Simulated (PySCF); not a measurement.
Compound: CH₉GePSi.
Numbering: `[SiH3:1][CH2:2][GeH2:3][PH2:4]` (hydrogens: H5, H6, H7 on Si1; H8, H9 on C2; H10, H11 on Ge3; H12, H13 on P4)

Method: PBE0-D3(BJ)/def2-SVP geometry optimisation, gas phase in PySCF; density fitting, grid level 1; the optimiser is geomeTRIC in internal coordinates, started from a GFN2-xTB structure with every atom displaced at random (about 0.01 Å).

Step 0: E = -74839.8032 eV
```
atom  x, y, z in Å  |  force x, y, z in eV/Å
Si1     1.7120    0.1997   -0.8332   -1.595   0.189   0.493
C2      0.6193   -0.8823    0.2812    0.112   1.412   0.316
Ge3    -0.9046    0.0736    1.1505    1.209  -0.455   0.339
P4     -2.5912    0.7203   -0.2046   -1.629   0.139   1.324
H5      0.8755    0.7239   -1.9586    0.065   0.048  -0.050
H6      2.7865   -0.5776   -1.3694    1.054  -0.637  -0.506
H7      2.2204    1.3504   -0.0601    0.201   0.250   0.147
H8      1.2577   -1.2998    1.0634    0.112  -0.105   0.374
H9      0.2231   -1.7074   -0.2723   -0.440  -0.890  -0.675
H10    -0.3566    1.2839    1.9067    0.105   0.347  -0.033
H11    -1.4495   -0.8077    2.2721   -0.268  -0.296   0.074
H12    -2.5865   -0.4700   -0.9094   -0.074  -0.910  -0.566
H13    -1.8131    1.3595   -1.1075    1.147   0.907  -1.235
```

Step 1: E = -74840.0201 eV
```
atom  x, y, z in Å  |  force x, y, z in eV/Å
Si1     1.6003    0.2193   -0.8589    0.358  -0.125   0.066
C2      0.5945   -0.8493    0.3118   -0.093  -0.326   0.008
Ge3    -0.8736    0.0475    1.2512   -0.013   0.037  -0.021
P4     -2.5296    0.7490   -0.2324    0.236   0.046  -0.351
H5      0.8018    0.6965   -2.0271   -0.047  -0.019   0.009
H6      2.7746   -0.5763   -1.3684   -0.156   0.120  -0.008
H7      2.1423    1.4098   -0.1309   -0.043   0.016  -0.026
H8      1.2642   -1.2725    1.0851    0.001   0.066  -0.123
H9      0.1797   -1.7108   -0.2534    0.058   0.201   0.152
H10    -0.3182    1.2859    1.9966   -0.080  -0.071  -0.048
H11    -1.5217   -0.9088    2.2850    0.044   0.078  -0.106
H12    -2.5304   -0.5020   -0.9512    0.030   0.224   0.121
H13    -1.5908    1.3781   -1.1486   -0.295  -0.248   0.328
```

**Question.** Estimate the geometry and energy of step 2. (The exact step hangs on the optimiser's Hessian estimate; all steps are aligned on step 1, rigid shifts and turns removed.)

**Answer.** E = -74840.0391 eV, largest force 0.102 eV/Å
```
atom  x, y, z in Å  |  force x, y, z in eV/Å
Si1     1.6177    0.2095   -0.8528    0.083  -0.028   0.024
C2      0.6031   -0.8566    0.3152   -0.021  -0.062   0.022
Ge3    -0.8753    0.0486    1.2377    0.026   0.010  -0.078
P4     -2.5408    0.7575   -0.2277    0.083   0.025  -0.049
H5      0.7977    0.6732   -2.0126   -0.021   0.005  -0.006
H6      2.7850   -0.5662   -1.3813   -0.032   0.020  -0.012
H7      2.1453    1.4122   -0.1361   -0.020   0.005  -0.001
H8      1.2750   -1.2735    1.0853    0.002   0.017   0.006
H9      0.1891   -1.7143   -0.2425   -0.003   0.030   0.020
H10    -0.3367    1.2844    1.9851   -0.010   0.018   0.007
H11    -1.5245   -0.9037    2.2612   -0.009  -0.022   0.004
H12    -2.5348   -0.4799   -0.9475   -0.007   0.024   0.004
H13    -1.6079    1.3753   -1.1252   -0.070  -0.043   0.060
```

The energy changes by -0.0190 eV. The first-order estimate −F·Δx gives -0.0314 eV and the mean of the old and new forces, exact on a quadratic surface, -0.0184 eV. The step makes an angle of 62° with the force vector and moves no atom by more than 0.029 Å.

The cost below is that of the whole optimisation. On Intel Xeon Platinum 8175M at 2.50 GHz, one thread (shared host), this took 60 s wall and 0.55 GiB of memory at its peak.
